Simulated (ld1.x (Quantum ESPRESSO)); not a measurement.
Pr: variants of one RRKJ potential

Base potential:

- Element: praseodymium
- Generator: ld1.x (Quantum ESPRESSO) 7.5
- Type: norm-conserving RRKJ (Kleinman–Bylander form)
- Functional: PBEsol
- Relativity: scalar-relativistic
- Frozen core: [Kr] 4d10 4f2
- Valence charge: 11
- Reference configuration: 5s2 5p6 5d1 6s1 6p1
- Partial waves: 5s (bound): rc 2.25 bohr; 5p (bound): rc 2.35 bohr; 5d (bound): rc 3.45 bohr
- Local potential: the d channel
- Core correction: none

Occupied shells without a wave of their own: 6p, 6s. They enter only through the test configuration that unscreens the potential.

All-electron outer shells of the reference configuration (PBEsol, scalar-relativistic, ld1.x):

```tsv
shell	level (eV)	outermost node (bohr)	outermost maximum (bohr)
4d	-117.95	0.30	0.64
5s	-43.36	0.73	1.33
5p	-25.13	0.79	1.51
4f	-7.42	–	0.68
6s	-4.47	1.77	3.61
5d	-3.94	0.90	2.09
6p	-1.88	2.10	4.76
```

Cutoffs, loose and tight: the cutoffs (Ry, on a coarse ladder) from which the occupation-weighted sum of valence levels, in a spherical-Bessel basis at the reference potential, stays within 10 and 1 mRy of its value at 400 Ry. They do not see the model core or the augmentation charge, which bear on the density cutoff. Test errors are all-electron minus pseudo excitation energies from the reference, over the configurations 5s2 5p6 5d1 6s2 6p0; 5s2 5p6 5d1 6s1 6p0; 5s2 5p6 5d1 6s0 6p0; 5s2 5p6 5d1.5 6s1.5 6p0; 5s2 5p6 5d1 6s0 6p1; 5s2 5p6 5d1 6s1.5 6p0; 5s2 5p6 5d2 6s1 6p0. A dash means not determined; rows that change the core or the reference have their own tests.

Cutoffs are not given where the Bessel-basis levels miss the radial ones by over 6 mRy, ghosts where they miss by over 20 mRy; a channel whose overlap is not positive is not tested.

| change | outcome | bound ghosts | largest test error (meV) |
| --- | --- | --- | --- |
| base | generated | not determined | no test is counted, since the test run did not reproduce the reference configuration |
| all radii scaled by about 0.80 (s 1.80, p 1.88, d 2.74 bohr) | failed: compute_phi: phi has nodes before r_c | – | – |
| all radii scaled by about 0.87 (s 1.96, p 2.06, d 3.02 bohr) | failed: compute_phi: phi has nodes before r_c | – | – |
| all radii scaled by about 1.05 (s 2.36, p 2.46, d 3.60 bohr) | generated | not determined | no test is counted, since the test run did not reproduce the reference configuration |
| all radii scaled by about 1.27 (s 2.86, p 3.00, d 4.40 bohr) | generated, misses its reference levels by 2.20 eV | not determined | no test is counted, since the test run did not reproduce the reference configuration |
| all radii scaled by about 1.33 (s 2.98, p 3.12, d 4.58 bohr) | generated, misses its reference levels by 2.20 eV | not determined | no test is counted, since the test run did not reproduce the reference configuration |

Q: What comes out with this change to the base: all radii scaled by about 1.12 (s 2.52, p 2.62, d 3.86 bohr)?

A: outcome: failed: run_pseudo: Errors in PS-KS equation. Cause: the pseudo-atom solver did not find the valence states with the expected number of nodes, which is the usual sign of a ghost state.

Reading the sweep of the scale of all radii (base = 1) (base included, trends over the rows without a ghost): The generation fails at 0.8, 0.87, 1.12.
